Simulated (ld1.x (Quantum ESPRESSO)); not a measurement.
**PBE ultrasoft dataset for S, non-relativistic all-electron reference.**

| Property | Result |
| --- | --- |
| Element | sulfur (S) |
| Generator | ld1.x (Quantum ESPRESSO) 7.5 |
| Type | ultrasoft |
| Functional | PBE |
| Relativity | non-relativistic |
| Frozen core | [He] |
| Valence charge | 14 |
| Reference configuration | 2s2 2p6 3s2 3p3.5 (charge +0.5) |
| Partial waves | 2s (bound): rcut 0.65, rcutus 0.75 bohr; 3s (bound): rcut 0.65, rcutus 0.75 bohr; 2p (bound): rcut 0.65, rcutus 0.75 bohr; 3p (bound): rcut 0.65, rcutus 0.75 bohr |
| Local potential | all-electron potential smoothed inside 0.70 bohr (lloc = -1) |
| Core correction | a·sin(br)/r model core inside 0.40 bohr |
| Augmentation charge | PSQ, radius 0.55 bohr |

- Largest excitation error: +90 meV (all-electron minus pseudo) for 2s1 2p6 3s2 3p4, out of 7 test configurations
- Lowest eigenvalue of the overlap operator: -0.02 (s channel); it is negative, so in a basis up to 400 Ry S is not positive definite and the file is unfit for use
- Density cutoff estimated by the generator: 935 Ry

The ghost test of this file was not conclusive. Its overlap operator is not positive definite in a basis up to 400 Ry (lowest eigenvalue s -0.02), so the file is unfit for use: the generalised eigenproblem breaks down once the basis is large enough, and its test numbers describe a broken file.
